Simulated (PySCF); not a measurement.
B3LYP has the VWN-RPA correlation part, as in Gaussian. Excitations are Tamm–Dancoff values on a coarser integration grid. The basis has no diffuse functions, so Rydberg states are missing or too high.

Cartesian coordinates (Å):
```xyz
7

S     -1.0327    -1.9696     0.2403
Al     0.2479    -0.2124     0.3502
S     -0.3607     1.7760    -0.3045
S      2.2440    -0.4918     1.1648
H     -2.0512    -1.2937    -0.3179
H     -1.5951     1.3808    -0.6596
H      2.5479     0.8108     1.0254
```
Charge 0, spin multiplicity 1.

Q: Give the S1–T1 gap (TDA), HOMO, HOMO–LUMO gap, LUMO, S1 excitation (TDA), total energy, dipole moment and T1 excitation (TDA) at the level B3LYP-D3(BJ)/def2-TZVP // PBE0-D3(BJ)/def2-TZVP (PySCF).

A: 
```yaml
S1–T1 gap (TDA): 0.26 eV
HOMO: -7.46 eV
HOMO–LUMO gap: 6.60 eV
LUMO: -0.85 eV
S1 excitation (TDA): 5.53 eV
total_energy: -1439.0860 Ha
dipole_moment: 1.50 D
T1 excitation (TDA): 5.28 eV
```
